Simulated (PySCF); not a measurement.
# Unknowns

- shielding tensors at PBE0/pcSseg-1 (GIAO)
- structure optimised with GFN2-xTB
- code: PySCF 2.14
- single conformer, gas phase, no relativistic terms, fast rotation and ring inversion assumed for equivalent nuclei

δ = σ(ref) − σ, references computed at the same level: ¹H and ¹³C against TMS. Splittings of carbon signals by F and P are missing where no couplings were computed. Where no couplings were computed, multiplicities follow the n + 1 count of equivalent neighbours, and m marks all less simple cases (inequivalent or close neighbours, rings, F or P nearby). Shifts are as computed. Against solution values, carbons near 30 ppm lie about +3 ppm off and those near 130 ppm about +5 ppm. Of 1211 compounds with measured shifts, 218 miss one by over three times the rms of a fit or turn the order of signals round; such compounds aren't used in these exercises. OH and NH positions are gas-phase values without hydrogen bonding to other molecules.

Problem. C6H11P. ¹H NMR (600 MHz, computed): δ 8.29 (m, 2H), 0.74 (m, 9H). ¹³C{¹H} NMR (computed): δ 131.3 (CH), 31.2 (C), 27.1 (CH3). Identify the compound.

Solution. SMILES CC(C)(C)P1C=C1. 3 carbon signals for 6 carbons: some carbons are equivalent by symmetry or fast rotation. Carbon types of the structure: 1 × C, 2 × CH, 3 × CH3, which accounts for all hydrogens. δC 131.3: alkene CH; an sp2 carbon of a C=C bond. δC 27.1: methyl carbon; a saturated carbon with 1 carbon neighbour and no heteroatom attached. δH 8.29: hydrogen on an alkene CH. δH 0.74: hydrogen on a methyl carbon.

This is the structure that produced the data.

Problem. C4H11NSi. ¹H NMR (400 MHz, computed): δ 6.39 (q, 1H), 4.97 (s, 2H), 2.07 (s, 3H), 1.89 (d, 3H), -0.10 (br s, 2H). ¹³C{¹H} NMR (computed): δ 149.3, 140.3, 18.0, 15.2. Give a structure.

Solution. `InChI=1S/C4H11NSi/c1-3-4(2)6-5/h3H,5-6H2,1-2H3/b4-3+`. The formula gives 1 degree of unsaturation (no ring in the answer). 4 carbon signals for 4 carbons: no two carbons are equivalent. Carbon types of the structure: 1 × C, 1 × CH, 2 × CH3, leaving 4 H on heteroatoms. δC 149.3: alkene CH; as expected for a trigonal carbon in a double bond. δC 140.3: fully substituted alkene carbon; the olefinic region. δC 18.0, 15.2: allylic methyl carbon; a saturated carbon with 1 carbon neighbour and no heteroatom attached. δH 2.07, 1.89: hydrogen on an allylic methyl carbon; allylic position.

This is the structure that produced the data.

Problem. C5H7ClN2Si. ¹H NMR (600 MHz, computed): δ 7.96 (m, 1H), 7.94 (m, 1H), 7.38 (m, 1H), 6.71 (m, 1H), 6.63 (m, 1H), 6.39 (m, 1H), 6.03 (d, 1H). ¹³C{¹H} NMR (computed): δ 148.2, 145.5, 141.9, 139.1, 112.7. Give a structure.

Solution. SMILES C=C[Si@@H](Cl)n1cccn1. The formula gives 4 degrees of unsaturation (1 ring in the answer). 5 carbon signals for 5 carbons: no two carbons are equivalent. Carbon types of the structure: 4 × CH, 1 × CH2, leaving 1 H on heteroatoms. δC 148.2, 139.1: aromatic CH next to a ring nitrogen. δC 145.5: terminal =CH2 carbon; the olefinic region. δC 141.9: alkene CH; an sp2 carbon of a C=C bond. δC 112.7: aromatic CH.

This is the structure that produced the data.
